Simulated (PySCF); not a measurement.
Cost of excited-state runs on SMILES Fc1cccc2ccccc12, C10H7F

Geometry:
```json
{"atom": "F1", "x (Å)": "1.015", "y (Å)": "2.719", "z (Å)": "-0.676"}
{"atom": "C2", "x (Å)": "1.110", "y (Å)": "1.388", "z (Å)": "-0.456"}
{"atom": "C3", "x (Å)": "2.327", "y (Å)": "0.781", "z (Å)": "-0.570"}
{"atom": "C4", "x (Å)": "2.425", "y (Å)": "-0.599", "z (Å)": "-0.340"}
{"atom": "C5", "x (Å)": "1.318", "y (Å)": "-1.329", "z (Å)": "-0.008"}
{"atom": "C6", "x (Å)": "0.054", "y (Å)": "-0.713", "z (Å)": "0.114"}
{"atom": "C7", "x (Å)": "-1.106", "y (Å)": "-1.437", "z (Å)": "0.459"}
{"atom": "C8", "x (Å)": "-2.315", "y (Å)": "-0.809", "z (Å)": "0.573"}
{"atom": "C9", "x (Å)": "-2.425", "y (Å)": "0.572", "z (Å)": "0.346"}
{"atom": "C10", "x (Å)": "-1.323", "y (Å)": "1.307", "z (Å)": "0.008"}
{"atom": "C11", "x (Å)": "-0.065", "y (Å)": "0.684", "z (Å)": "-0.114"}
{"atom": "H12", "x (Å)": "3.197", "y (Å)": "1.363", "z (Å)": "-0.833"}
{"atom": "H13", "x (Å)": "3.389", "y (Å)": "-1.077", "z (Å)": "-0.430"}
{"atom": "H14", "x (Å)": "1.395", "y (Å)": "-2.392", "z (Å)": "0.168"}
{"atom": "H15", "x (Å)": "-1.020", "y (Å)": "-2.500", "z (Å)": "0.634"}
{"atom": "H16", "x (Å)": "-3.197", "y (Å)": "-1.372", "z (Å)": "0.841"}
{"atom": "H17", "x (Å)": "-3.389", "y (Å)": "1.050", "z (Å)": "0.440"}
{"atom": "H18", "x (Å)": "-1.397", "y (Å)": "2.370", "z (Å)": "-0.168"}
```

PySCF with density fitting, on 1 thread of an Intel Xeon Platinum 8488C, shared host. Command: `OMP_NUM_THREADS=1 python excited_run.py task.json out`

**Question.** How long does each of these runs take, and how much memory?
- vibronic structure, B3LYP/def2-SV(P); Tamm-Dancoff; grid level 3; 1 bright states
- vibronic structure, B3LYP/def2-SV(P); full response

**Answer.** 
| run | level | basis functions | wall time | peak memory (GiB) |
| --- | --- | --- | --- | --- |
| vibronic structure | B3LYP/def2-SV(P) | 168 | 2.1 min | 0.94 |
| vibronic structure | B3LYP/def2-SV(P) | 168 | 52 s | 0.97 |

Times from a shared host are rough.
